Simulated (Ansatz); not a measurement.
The cluster Sn2H4⁺. Total charge 1; doublet. Geometry B3LYP-D4/def2-TZVP.

```xyz
6

Sn    0.416    0.155    1.289
Sn   -0.415   -0.155   -1.289
H     1.971   -0.373    1.721
H    -1.965    0.390   -1.716
H     0.750   -0.268   -2.519
H    -0.757    0.252    2.514
```

In the def2 sets Sn takes a core potential; there is no spin–orbit coupling. LC-ωPBE has ω = 0.4 bohr⁻¹. The structure comes from a short search, and lower isomers may exist.

Question: Estimate the α-spin orbital energies around the gap (eV) in Ansatz with HF/def2-TZVP, LDA (SPW92)/def2-TZVP, PBE-D4/def2-TZVP, r2SCAN0-D4/def2-TZVP, LC-ωPBE/def2-TZVP.

Answer: 
| orbital | HF/def2-TZVP | LDA (SPW92)/def2-TZVP | PBE-D4/def2-TZVP | r2SCAN0-D4/def2-TZVP | LC-ωPBE/def2-TZVP |
| --- | --- | --- | --- | --- | --- |
| HOMO−13 | -41.81 | -31.41 | -31.43 | -34.82 | -36.89 |
| HOMO−12 | -41.80 | -31.40 | -31.43 | -34.82 | -36.89 |
| HOMO−11 | -41.76 | -31.37 | -31.39 | -34.77 | -36.85 |
| HOMO−10 | -41.74 | -31.36 | -31.38 | -34.76 | -36.84 |
| HOMO−9 | -41.71 | -31.34 | -31.36 | -34.74 | -36.80 |
| HOMO−8 | -41.62 | -31.27 | -31.29 | -34.66 | -36.71 |
| HOMO−7 | -41.54 | -31.21 | -31.22 | -34.59 | -36.63 |
| HOMO−6 | -41.38 | -31.06 | -31.07 | -34.43 | -36.48 |
| HOMO−5 | -24.18 | -18.91 | -18.70 | -20.68 | -23.89 |
| HOMO−4 | -21.96 | -17.37 | -17.16 | -18.90 | -21.78 |
| HOMO−3 | -17.87 | -13.76 | -13.68 | -15.13 | -17.72 |
| HOMO−2 | -17.32 | -13.27 | -13.22 | -14.62 | -17.14 |
| HOMO−1 | -16.13 | -12.73 | -12.64 | -13.86 | -16.19 |
| HOMO | -12.92 | -10.54 | -10.44 | -11.45 | -13.31 |
| LUMO | -5.26 | -8.62 | -8.45 | -7.90 | -6.07 |
| LUMO+1 | -3.13 | -7.55 | -7.40 | -6.42 | -4.34 |
| LUMO+2 | -2.09 | -5.82 | -5.70 | -4.80 | -2.86 |
| LUMO+3 | -1.30 | -5.44 | -5.27 | -4.15 | -2.16 |
| LUMO+4 | -0.99 | -4.54 | -4.37 | -3.27 | -1.50 |
| LUMO+5 | 0.13 | -2.97 | -2.82 | -1.78 | -0.27 |
| β HOMO | -15.75 | -12.55 | -12.44 | -13.63 | -15.91 |
| β LUMO | -5.49 | -9.95 | -9.63 | -8.59 | -6.55 |
